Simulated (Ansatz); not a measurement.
Program: Ansatz. Geometries: PBE0-D4/def2-TZVP. ΔE: electronic, gas phase. CCSD(T)/CBS is the MP2 limit (def2-TZVPP, def2-QZVPP) plus CCSD(T) − MP2 in def2-TZVPP, frozen cores. This one scheme is used for every species. DFT in def2-TZVPP. B3LYP here is the variant with VWN-RPA as its local correlation; programs differ in this. Each species was taken in one conformer, which may not be the lowest.

Reaction (ligand exchange at the Si–S bond): `[SiH3]S[SiH2]Cl` + H–F → `F[SiH3]` + `S[SiH2]Cl`

CCSD(T)/CBS gives -0.64 eV.

Q: Another level gave -0.63 eV. Which?
A. PBE/def2-TZVPP
B. PBE0-D4/def2-TZVPP
C. B3LYP/def2-TZVPP
D. B3LYP-D4/def2-TZVPP

A: A. PBE -0.63, B3LYP-D4 -0.70, PBE0-D4 -0.55, B3LYP -0.85 eV.

Largest T1 diagnostic among the species: 0.011.

In def2-TZVPP, CCSD(T) changes the Hartree–Fock value by +0.29 eV (the triples alone add +0.05 eV) and MP2 by +0.35 eV. The D4 term adds +0.15 eV with B3LYP and +0.08 eV with PBE0; it sums over pairs of atoms, weighted by their polarisabilities, and B3LYP, whose exchange is more repulsive, gets the larger term.
